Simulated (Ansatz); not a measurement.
Species: sum formula BSiH$_{2}$F$_{2}$ (charge -1, singlet). It need not be the lowest isomer of its formula. Whether it binds its extra electron was not tested at this geometry. 
Structure (B3LYP-D3(BJ)/def2-TZVP (Ansatz, a quantum-chemistry and plane-wave program) minimum search):
```xyz
6

F      1.3655    -0.9383     0.2787
B      0.4492     0.0627     0.1406
F      1.0728     1.2728     0.2277
Si    -1.4490    -0.2019    -0.4347
H     -1.8005    -1.3986     0.4389
H     -2.1049     0.9006     0.3858
```
Charge -1, spin multiplicity 1.

Total electronic energies in hartree. Cores are frozen in the correlated levels unless marked. Spin-orbit coupling is left out. No relativistic terms. Basis-set limits of correlation are two-point, X^-3; Hartree-Fock from the larger set.

| level | program | energy (Eh) |
|---|---|---|
| BLYP/def2-TZVPD | Ansatz | ___ |
| revPBE-D4/def2-TZVPD | Ansatz + dftd4 | -515.34421 |
| HSE06/def2-TZVPD | Ansatz | -515.10091 |
| wB97X-V/def2-TZVPD | Ansatz | -515.34324 |
| MP2/cc-pV(D+d)Z | Ansatz | -514.32600 |
| SCS-MP2/STO-3G | Ansatz | -507.22991 |
| SCS-MP2/cc-pwCVTZ | Ansatz | -514.60182 |
| SCS-MP2/cc-pV(5+d)Z | Ansatz | -514.71121 |
| CCSD/aug-cc-pV(T+d)Z | Ansatz | -514.64167 |
| CCSD/cc-pV(T+d)Z | Ansatz | -514.61810 |
| CCSD/aug-cc-pV(Q+d)Z | Ansatz | -514.70813 |
| CCSD/cc-pV(Q+d)Z | Ansatz | -514.69936 |
| CCSD/CBS(aug-cc-pV(T+d)Z,aug-cc-pV(Q+d)Z) | Ansatz | -514.7431 |
| CCSD(T)/cc-pV(T+d)Z | Ansatz | -514.64408 |
| CCSD(T)/CBS(aug-cc-pV(T+d)Z,aug-cc-pV(Q+d)Z) | Ansatz | -514.7759 |

Task: Complete the blanks.

Result: 
- BLYP/def2-TZVPD, energy (Eh): -515.43964
